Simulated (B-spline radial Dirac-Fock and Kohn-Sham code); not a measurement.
# f′ and f″ of Sb, 572.3 eV to 12 keV

These are calculated numbers from a radial B-spline solver; the model is the dispersion relation over Dirac-Hartree-Slater subshell photoionisation cross sections, with the Kissel-Pratt high-energy constant (isolated atom, no bound-bound lines or fine structure). The forward scattering factor is f₀ + f′ + i f″.

The run's input, task.json:

```json
{"items": [{
  "Z": 51,
  "q": 0,
  "cfg": [[1, 0, 2], [2, 0, 2], [2, 1, 6], [3, 0, 2], [3, 1, 6], [3, 2, 10], [4, 0, 2], [4, 1, 6], [4, 2, 10], [5, 0, 2], [5, 1, 3]],
  "A": 121,
  "rrms": 4.6802,
  "do": "dispersion",
  "hv": [572.3, 592.6, 1000.0, 1253.6, 1486.9, 2000.0, 2783.0, 2984.4, 4000.0, 4510.9, 5414.7, 6000.0, 6403.9, 6536.0, 6930.3, 7226.0, 8047.8, 8373.0, 9251.7, 9764.0, 10170.0, 12000.0, 12250.0, 12410.0, 12620.0, 12890.0, 13160.0, 13580.0, 15000.0, 17479.3, 18100.0, 19350.0, 21780.0, 22162.9, 24209.8, 24400.0, 26540.0, 30000.0, 37270.0, 40000.0, 41830.0, 54270.0, 58560.0, 70560.0],
  "edges": {"K": 30491.0, "L1": 4698.0, "L2": 4380.0, "L3": 4132.0, "M1": 940.0, "M2": 812.7, "M3": 766.4, "M4": 537.5, "M5": 528.2, "N1": 153.2, "N2": 95.6, "N3": 95.6}
}]}
```

Launch: `python xray2_run.py task.json out`

Edges near this range: L1 4698.0 eV, L2 4380.0 eV, L3 4132.0 eV, M1 940.0 eV, M2 812.7 eV, M3 766.4 eV, M4 537.5 eV, M5 528.2 eV.

| hν (eV) | λ (Å) | f′ (e) | f″ (e) | tabulated f′ | tabulated f″ |
| --- | --- | --- | --- | --- | --- |
| 572.3 | 21.66 | -44.490 | 40.824 | – | 39.23 |
| 592.6 | 20.92 | -35.207 | 35.623 | – | 36.89 |
| 1000 | 12.40 | -12.569 | 24.404 | -12.88 | 23.97 |
| 1253.6 | 9.890 | -7.808 | 18.808 | -7.99 | 17.99 |
| 1486.9 | 8.338 | -6.049 | 15.162 | -6.28 | 14.33 |
| 2000 | 6.199 | -4.978 | 10.135 | -5.15 | 9.59 |
| 2783 | 4.455 | -5.606 | 6.283 | -5.76 | 6.01 |
| 2984.4 | 4.154 | -5.977 | 5.659 | -6.17 | 5.46 |
| 4000 | 3.100 | -11.399 | 3.604 | -11.64 | 3.34 |
| 4510.9 | 2.749 | -9.483 | 12.901 | -9.87 | 12.64 |
| 5414.7 | 2.290 | -2.979 | 11.250 | -3.04 | 10.99 |
| 6000 | 2.066 | -1.552 | 9.576 | -1.61 | 9.38 |
| 6403.9 | 1.936 | ? | ? | ? | ? |
| 6536 | 1.897 | -0.845 | 8.359 | -0.90 | 8.18 |
| 6930.3 | 1.789 | -0.516 | 7.609 | -0.57 | 7.45 |
| 7226 | 1.716 | -0.339 | 7.112 | -0.39 | 6.96 |
| 8047.8 | 1.541 | -0.046 | 5.962 | -0.09 | 5.86 |
| 8373 | 1.481 | 0.016 | 5.584 | -0.02 | 5.50 |
| 9251.7 | 1.340 | 0.092 | 4.728 | 0.05 | 4.65 |
| 9764 | 1.270 | 0.097 | 4.318 | 0.06 | 4.22 |
| 10170 | 1.219 | 0.087 | 4.030 | 0.05 | 3.93 |
| 12000 | 1.033 | -0.033 | 3.038 | -0.06 | 2.93 |

Problem. What are f′ and f″ at 6403.9 eV?

Solution. f′ = -0.986 and f″ = 8.636 electrons (tables: -1.04 and 8.46). By the optical theorem f″ corresponds to a photoabsorption cross section 2 rₑ λ f″ = 94200 b.

Tabulated f′: xraylib 4.2 anomalous scattering factors (Cullen et al., EPDL97); f″: Chantler's tables (J. Phys. Chem. Ref. Data 1995 and 2000). Both are theoretical tables.
